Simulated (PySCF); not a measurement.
A structure optimised at PBE-D3(BJ)/def2-SVPD, used in a PySCF frequency run:

```xyz
4

Al     0.0000     0.0000    -0.6401
Cl     1.8073     1.0435     0.1632
Cl     0.0000    -2.0869     0.1632
Cl    -1.8073     1.0435     0.1632
```
Charge -1, spin multiplicity 2.

Question: Write its SMILES, formula and point group.

Answer: [Cl][Al-]([Cl])[Cl], AlCl3, C3v

Question: What are its rotational constants (standard atomic weights)?

Answer: 2.0588, 2.0588, 1.0911 GHz
